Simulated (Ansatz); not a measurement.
One geometry of FH$_{8}$NSi$_{3}$ (`N[SiH2][SiH](F)[SiH3]`), several functionals.

```yaml
crystal:
  periodic: [false, false, false]
  atoms:
    - {symbol: N, position_ang: [-1.793401, 1.979508, 1.104671]}
    - {symbol: Si, position_ang: [-0.998392, 0.452568, 0.990705]}
    - {symbol: Si, position_ang: [0.556822, 0.212922, -0.763662]}
    - {symbol: F, position_ang: [-0.181234, 0.509573, -2.173408]}
    - {symbol: Si, position_ang: [1.545134, -1.914192, -0.842821]}
    - {symbol: H, position_ang: [-2.495732, 2.208120, 0.418286]}
    - {symbol: H, position_ang: [-1.251695, 2.797758, 1.335840]}
    - {symbol: H, position_ang: [-2.047633, -0.590567, 0.833060]}
    - {symbol: H, position_ang: [-0.245586, 0.215140, 2.254300]}
    - {symbol: H, position_ang: [1.640129, 1.232501, -0.627685]}
    - {symbol: H, position_ang: [2.511719, -2.032814, -1.967546]}
    - {symbol: H, position_ang: [0.508885, -2.971885, -0.985619]}
    - {symbol: H, position_ang: [2.271384, -2.133333, 0.438880]}
basis:
  gaussian: {orbitals: def2-TZVPP}
hamiltonian: {xc: {name: B2PLYP}}
```

```sh
$ ansatz run in.yaml --threads 4 --pin off --events-out ev --progress --plain --max-ram 10444MiB
```

Output, abridged:

```
Functional definition: B2PLYP
  name "B2PLYP"
  cite "Grimme, J. Chem. Phys. 124, 034108 (2006) doi:10.1063/1.2148954"
  cite "Becke, Phys. Rev. A 38, 3098 (1988) doi:10.1103/PhysRevA.38.3098"
  cite "Lee, Yang & Parr, Phys. Rev. B 37, 785 (1988) doi:10.1103/PhysRevB.37.785"
  parameter a = 0.53
  parameter c = 0.27
  exchange = (1 - a)*b88_x + a*exact_x
  correlation = (1 - c)*lyp_c + c*(mp2_os + mp2_ss)
1732 factors; integrals over basis functions are off by at most 9.8e-4 eV
mean field evaluation 1: about -27949.2161 eV, gradient 5.6e1 eV
mean field evaluation 2: about -27949.3842 eV, gradient 5.6e1 eV
mean field evaluation 4: about -27954.8297 eV, gradient 3.7e0 eV
mean field evaluation 8: about -27954.8725 eV, gradient 4.2e-1 eV
mean field evaluation 16: about -27954.8729 eV, gradient 6.5e-5 eV
mean field -27954.87285573 eV, -1027.3226289545 hartree, gradient 4.2e-6 eV, S^2 0.000000; 0 other end points of the search recorded, 0 dependent functions left out
17 core orbitals not correlated: weight in the atoms' cores, before any rotation towards them, 1.000 or more for the frozen orbitals, at most 0.000 for the correlated occupied ones
reference -27954.87306142 eV, -1027.3226365138 hartree; 16, 16 occupied and 267, 267 virtual orbitals, 1732 factors
second order -27.56197793 eV of doubles, -0.00000000 eV of singles
Total energy: -27962.31479546 eV, -1027.5961151956 hartree
```

It took 9.5 s on 4 threads of an Arm Neoverse V1 on a shared host, with 0.86 GiB of host memory at the peak.

Changing it to `hamiltonian: {xc: {name: wB97M-V}}` and forces (abridged; 18 s):

```
Functional definition: wB97M-V
mean field -27971.43361345 eV, -1027.9312255757 hartree, gradient 8.0e-5 eV, S^2 0.000000
Total energy: -27971.43367870 eV, -1027.9312279734 hartree
Atom 0 force     0.001407     0.050997    -0.028888 eV/Å
Atom 1 force     0.041562    -0.195062     0.049643 eV/Å
Atom 2 force     0.149338     0.021563     0.215725 eV/Å
Atom 3 force    -0.068143     0.014914    -0.124110 eV/Å
Atom 4 force     0.037751    -0.078138    -0.008329 eV/Å
Atom 5 force     0.015024     0.010302     0.027533 eV/Å
Atom 6 force    -0.030318    -0.010724    -0.006692 eV/Å
Atom 7 force     0.116173     0.108126     0.012310 eV/Å
Atom 8 force    -0.074625     0.023002    -0.136260 eV/Å
Atom 9 force    -0.107932    -0.107787    -0.010432 eV/Å
Atom 10 force    -0.114019     0.019887     0.130190 eV/Å
Atom 11 force     0.113469     0.118398     0.017635 eV/Å
Atom 12 force    -0.079687     0.024523    -0.138325 eV/Å
Dipole moment:    -0.005736     0.225844     0.145309 e Å
```

Changing it to `hamiltonian: {xc: {name: wB97X-V}}` (abridged; 13 s):

```
Functional definition: wB97X-V
mean field evaluation 16: about -27969.8692 eV, gradient 8.0e-5 eV
mean field -27969.86919960 eV, -1027.8737344271 hartree, gradient 2.4e-5 eV, S^2 0.000000
Total energy: -27969.86919692 eV, -1027.8737343286 hartree
```

Changing it to `hamiltonian: {xc: pbe0, dispersion: d4}` (abridged; 5.5 s):

```
Functional definition: PBE0
mean field evaluation 16: about -27960.5265 eV, gradient 2.0e-5 eV
mean field -27960.52645329 eV, -1027.5303948327 hartree, gradient 2.0e-5 eV, S^2 0.000000
Total energy: -27960.78715780 eV, -1027.5399755469 hartree
```

Changing it to `hamiltonian: {xc: {name: B3LYP}, dispersion: d4}` and forces (abridged; 8.5 s):

```
Functional definition: B3LYP
mean field evaluation 16: about -27976.9029 eV, gradient 2.1e-4 eV
mean field -27976.90290220 eV, -1028.1322182301 hartree, gradient 5.2e-5 eV, S^2 0.000000
Total energy: -27977.39141767 eV, -1028.1501708423 hartree
Atom 0 force    -0.021387     0.066706    -0.014444 eV/Å
Atom 1 force     0.007643    -0.189675     0.091698 eV/Å
Atom 2 force     0.156040     0.062455     0.159018 eV/Å
Atom 3 force    -0.095915     0.035701    -0.175130 eV/Å
Atom 4 force     0.062928    -0.125962    -0.011545 eV/Å
Atom 5 force    -0.013345     0.032886     0.009939 eV/Å
Atom 6 force    -0.023057     0.027714     0.001845 eV/Å
Atom 7 force     0.059911     0.060310     0.013853 eV/Å
Atom 8 force    -0.047233     0.012912    -0.068913 eV/Å
Atom 9 force    -0.054472    -0.046509    -0.006869 eV/Å
Atom 10 force    -0.055895    -0.001336     0.068305 eV/Å
Atom 11 force     0.065896     0.058821     0.009191 eV/Å
Atom 12 force    -0.041113     0.005977    -0.076948 eV/Å
Dipole moment:    -0.006416     0.226676     0.152759 e Å
```

B3LYP takes the VWN-RPA correlation (the form of Gaussian; ORCA's B3LYP/G).
